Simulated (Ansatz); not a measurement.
Input and output for C$_{4}$H$_{12}$Se$_{4}$Si, SMILES `C[Se][Si]([Se]C)([Se]C)[Se]C`.

```yaml
crystal:
  periodic: [false, false, false]
  atoms:
    - {symbol: C, position_ang: [0.499805, 2.007374, -2.330816]}
    - {symbol: Se, position_ang: [-0.712766, 0.517663, -2.059405]}
    - {symbol: Si, position_ang: [0.041836, 0.058316, -0.057573]}
    - {symbol: Se, position_ang: [2.109802, -0.306669, 0.223116]}
    - {symbol: C, position_ang: [2.445904, -1.864265, -1.046840]}
    - {symbol: Se, position_ang: [-0.370718, 1.670019, 1.481518]}
    - {symbol: C, position_ang: [-2.371757, 1.655272, 1.198607]}
    - {symbol: Se, position_ang: [-1.189824, -1.851371, 0.413468]}
    - {symbol: C, position_ang: [-0.602486, -2.101369, 2.290822]}
    - {symbol: H, position_ang: [0.375869, 2.399303, -3.313508]}
    - {symbol: H, position_ang: [1.601126, 1.930341, -2.202684]}
    - {symbol: H, position_ang: [0.225576, 2.797774, -1.503093]}
    - {symbol: H, position_ang: [1.981283, -1.258377, -2.094130]}
    - {symbol: H, position_ang: [3.467473, -1.994856, -1.225539]}
    - {symbol: H, position_ang: [1.757122, -2.542589, -0.858634]}
    - {symbol: H, position_ang: [-2.701880, 2.640225, 1.673790]}
    - {symbol: H, position_ang: [-2.813584, 0.992333, 1.377996]}
    - {symbol: H, position_ang: [-2.485260, 1.993303, 0.184507]}
    - {symbol: H, position_ang: [-0.997161, -2.964311, 2.632288]}
    - {symbol: H, position_ang: [0.576058, -2.239717, 2.169546]}
    - {symbol: H, position_ang: [-0.784957, -1.245310, 2.652789]}
basis:
  gaussian: {orbitals: def2-TZVPP}
hamiltonian: {xc: {name: RPBE}, dispersion: d3bjatm}
output: {forces: true}
```

```sh
$ ansatz run in.yaml --threads 11 --pin off --events-out ev --progress --plain --max-ram 174080MiB --backend cuda --devices 0, --max-vram 75GiB
```

Output, abridged:

```
Functional definition: RPBE
3264 factors; their error is unknown
mean field evaluation 1: about -273572.9888 eV, gradient 1.2e2 eV
mean field evaluation 2: about -273507.3245 eV, gradient 1.8e2 eV
mean field evaluation 4: about -273604.4022 eV, gradient 1.9e1 eV
mean field evaluation 8: about -273605.4590 eV, gradient 4.7e-1 eV
mean field evaluation 16: about -273605.3033 eV, gradient 2.2e-3 eV
mean field -273605.30327289 eV, -10054.8094389434 hartree, gradient 3.0e-5 eV, S^2 0.000000; 0 other end points of the search recorded, 0 dependent functions left out
reference -273605.30333153 eV, -10054.8094410982 hartree; 93, 93 occupied and 433, 433 virtual orbitals, 3264 factors
Total energy: -273610.11060707 eV, -10054.9861052159 hartree
Atom 0 at     0.499805     2.007374    -2.330816 Å, force     0.645823     2.207956     2.455235 eV/Å
Atom 1 at    -0.712766     0.517663    -2.059405 Å, force    -0.091316    -0.247488    -1.089750 eV/Å
Atom 2 at     0.041836     0.058316    -0.057573 Å, force    -2.353383    -0.832867     0.954053 eV/Å
Atom 3 at     2.109802    -0.306669     0.223116 Å, force     2.996862    -0.722727     0.447134 eV/Å
Atom 4 at     2.445904    -1.864265    -1.046840 Å, force    -0.892372     6.974876    -3.828655 eV/Å
Atom 5 at    -0.370718     1.670019     1.481518 Å, force    -0.695518    -0.240986     0.140656 eV/Å
Atom 6 at    -2.371757     1.655272     1.198607 Å, force    11.674552    19.952875    -4.611521 eV/Å
Atom 7 at    -1.189824    -1.851371     0.413468 Å, force    -0.123545     0.164068    -0.580206 eV/Å
Atom 8 at    -0.602486    -2.101369     2.290822 Å, force     5.801910    -3.448549    -5.318267 eV/Å
Atom 9 at     0.375869     2.399303    -3.313508 Å, force    -0.594698     0.438409    -0.898819 eV/Å
Atom 10 at     1.601126     1.930341    -2.202684 Å, force    -0.469994    -1.015926     0.107669 eV/Å
Atom 11 at     0.225576     2.797774    -1.503093 Å, force     0.225183    -1.125753    -1.639724 eV/Å
Atom 12 at     1.981283    -1.258377    -2.094130 Å, force     1.328704    -1.875348     2.425406 eV/Å
Atom 13 at     3.467473    -1.994856    -1.225539 Å, force     1.539141    -0.592188     0.214765 eV/Å
Atom 14 at     1.757122    -2.542589    -0.858634 Å, force    -2.699330    -3.822351     1.189759 eV/Å
Atom 15 at    -2.701880     2.640225     1.673790 Å, force     0.297075    -1.416370     0.282283 eV/Å
Atom 16 at    -2.813584     0.992333     1.377996 Å, force   -11.130942   -17.754945     5.181399 eV/Å
Atom 17 at    -2.485260     1.993303     0.184507 Å, force     0.020279    -0.491662    -0.990594 eV/Å
Atom 18 at    -0.997161    -2.964311     2.632288 Å, force    -1.680852    -2.633764     1.407455 eV/Å
Atom 19 at     0.576058    -2.239717     2.169546 Å, force    -2.221151     0.296677     0.522575 eV/Å
Atom 20 at    -0.784957    -1.245310     2.652789 Å, force    -1.576429     6.186064     3.629148 eV/Å
Dipole moment:     0.113196     0.063847    -0.099160 e Å
```

Hardware: 11 threads of an AMD EPYC 7R13 on a shared host and a whole NVIDIA H100 80 GB. Wall time 2.9 s, peak host memory 1.5 GiB.
